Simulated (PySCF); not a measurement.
Atomic charges by several schemes

Species: C5H9ClS2Si.
Geometry (GFN2-xTB, Å), atoms numbered from 1 in this order:
```
atom  x, y, z in Å
C1    -2.1612   -1.0884   -0.0262
C2    -1.7352    0.3434    0.0675
C3    -2.5894    1.2901    0.4272
Cl4   -2.1188    2.9343    0.5509
Si5    0.0335    0.8238   -0.3670
S6     1.0704   -0.7889   -1.3537
C7     2.2784   -1.0830   -0.0164
C8     2.6971    0.2094    0.6423
S9     1.2586    1.0582    1.3798
H10   -1.9493   -1.4713   -1.0228
H11   -3.2226   -1.1979    0.1821
H12   -1.5997   -1.6930    0.6848
H13   -3.6257    1.1143    0.6756
H14    0.1481    1.9837   -1.2406
H15    1.8211   -1.7596    0.7059
H16    3.1338   -1.5747   -0.4790
H17    3.3928    0.0191    1.4590
H18    3.1594    0.8869   -0.0754
```

Density: PBE0/pcSseg-1 (PySCF); schemes: Mulliken, IAO, Hirshfeld and ESP-fitted. Geometry: GFN2-xTB, one conformer, isolated molecule.

Q: Which atoms carry the highest charge in the Mulliken, IAO, Hirshfeld and ESP-fitted schemes?

A: All schemes agree: Mulliken Si5 (+0.785); IAO Si5 (+0.728); Hirshfeld Si5 (+0.282); ESP-fitted Si5 (+0.436).

Q: Which atoms carry the lowest charge in the Mulliken, IAO, Hirshfeld and ESP-fitted schemes?

A: The schemes don't all agree: Mulliken C2 (-0.549); IAO C1 (-0.410); Hirshfeld C1 (-0.117); ESP-fitted C1 (-0.594).

Q: At which atom do the 4 schemes differ most?

A: At C2: from -0.549 (Mulliken) to +0.250 e (ESP-fitted), 0.799 e apart.

Q: What partial charge does each atom carry?

A: In e:

| atom | environment | Mulliken | IAO | Hirshfeld | ESP-fitted |
| --- | --- | --- | --- | --- | --- |
| C1 | allylic carbon | -0.165 | -0.410 | -0.117 | -0.594 |
| C2 | fully substituted alkene carbon | -0.549 | -0.273 | -0.097 | +0.250 |
| C3 | vinylic C–Cl carbon | -0.028 | -0.161 | -0.032 | -0.367 |
| Cl4 | vinyl chlorine | -0.095 | -0.011 | -0.001 | -0.034 |
| Si5 | SiH silicon | +0.785 | +0.728 | +0.282 | +0.436 |
| S6 | sulfur bonded to C and Si | -0.289 | -0.204 | -0.095 | -0.271 |
| C7 | sp3 carbon bound to sulfur | -0.303 | -0.329 | -0.072 | -0.270 |
| C8 | sp3 carbon bound to sulfur | -0.332 | -0.332 | -0.070 | -0.200 |
| S9 | sulfur bonded to C and Si | -0.233 | -0.177 | -0.094 | -0.273 |
| H10 | methyl hydrogen | +0.140 | +0.160 | +0.041 | +0.170 |
| H11 | methyl hydrogen | +0.116 | +0.146 | +0.048 | +0.172 |
| H12 | methyl hydrogen | +0.140 | +0.159 | +0.047 | +0.161 |
| H13 | vinylic hydrogen | +0.139 | +0.166 | +0.056 | +0.234 |
| H14 | Si–H hydrogen | -0.008 | -0.113 | -0.083 | -0.080 |
| H15 | methylene hydrogen | +0.170 | +0.157 | +0.038 | +0.157 |
| H16 | methylene hydrogen | +0.168 | +0.168 | +0.052 | +0.187 |
| H17 | methylene hydrogen | +0.169 | +0.169 | +0.053 | +0.182 |
| H18 | methylene hydrogen | +0.175 | +0.158 | +0.042 | +0.140 |

Mean size of the charges over all atoms: ESP-fitted 0.232 e, IAO 0.223 e, Mulliken 0.222 e, Hirshfeld 0.073 e. Each set sums to the total charge, 0, to within 0.001 e. The ESP scheme fits charges at the nuclei, held to the total charge, to the electrostatic potential on points at 1.4 to 2.0 times the van der Waals radii.

Q: How many electrons does the Mulliken scheme count on C2?

A: Z − q = 6 − (-0.549) = 6.549.

Q: Sum the charges by element, for elements with more than one atom.

A: 
| element | atoms | Mulliken | IAO | Hirshfeld | ESP-fitted |
| --- | --- | --- | --- | --- | --- |
| C | 5 | -1.378 | -1.505 | -0.388 | -1.183 |
| S | 2 | -0.522 | -0.381 | -0.189 | -0.544 |
| H | 9 | +1.209 | +1.169 | +0.295 | +1.325 |

Q: How closely do the schemes follow one another over all atoms?

A: Correlation coefficient and root-mean-square difference: IAO with Hirshfeld 0.97, 0.181 e; Mulliken with IAO 0.93, 0.103 e; Mulliken with Hirshfeld 0.93, 0.203 e; IAO with ESP-fitted 0.81, 0.163 e; Hirshfeld with ESP-fitted 0.76, 0.203 e; Mulliken with ESP-fitted 0.60, 0.248 e.
